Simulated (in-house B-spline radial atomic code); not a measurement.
**RPA and G0W0 on r2SCAN: Mo VII (Mo6+)**

Configuration [Ar] 3d10 4s2 4p6, mean-field start r2SCAN. Computed with an all-electron radial atomic-structure program (B-spline basis): all electrons, scalar-relativistic (spin-free one-electron X2C), finite nucleus, each spin shell either full or empty, empty states to l = 9 with an (l + 1/2)⁻⁴ tail; G0W0 by contour deformation at full frequency.

Command:
```bash
python run_gw.py task.json out
```
Settings (radii: box in bohr, nucleus in fm):
```
Z                        42
electrons                36
configuration            [Ar] 3d10 4s2 4p6
hamiltonian              x2c
method                   r2scan
lmax                     9
rms_radius               4.4091
spin_polarised           False
box_radius               9.29
intervals                67
```

Run time, properties included: 0.9 s on 1 thread of AMD EPYC 9R45 96-Core Processor (shared host).

Energies (hartree):

| term | value |
| --- | --- |
| mean-field total | -4040.53600 |
| Hartree-Fock functional on these orbitals | -4038.59563 |
| direct second order | -3.0724 |
| second-order exchange | 0.88012 |
| SOSEX correction | 0.82386 |

(1) What is the RPA correlation energy, and what remains with SOSEX?

Quasi-particle levels (eV):

| level | occupied | mean field | Σx - vxc | Σc | QP weight | G0W0 |
| --- | --- | --- | --- | --- | --- | --- |
| 4p | yes | -117.99 | -8.06 | ? | ? | ? |
| 3d | yes | -309.24 | -26.43 | 7.00 | 0.929 | -328.67 |
| 4d | no | -75.40 | 8.88 | -2.38 | 0.970 | -68.91 |

G0W0 = mean field + (Σx - vxc) + Σc, with Σc (partial-wave tail included) taken at the quasi-particle energy. Only the outer levels were computed. Levels of low weight are left out.

(2) Where does G0W0 put 4p?

Answers

(1) RPA gives -2.742 hartree (-2.07 eV per electron); RPA + SOSEX gives -1.9181, and the second-order doubles -2.1923 hartree (no singles). SOSEX takes back 30 % of the RPA value.

(2) At -126.77 eV, with Σc = -0.72 eV and a quasi-particle weight of 0.960. The tabulated removal energy is 125.638 ± 0.025 eV (NIST, semi-empirical); the calculation leaves out spin-orbit coupling, Breit and QED terms, and what these don't explain is the method's own error.
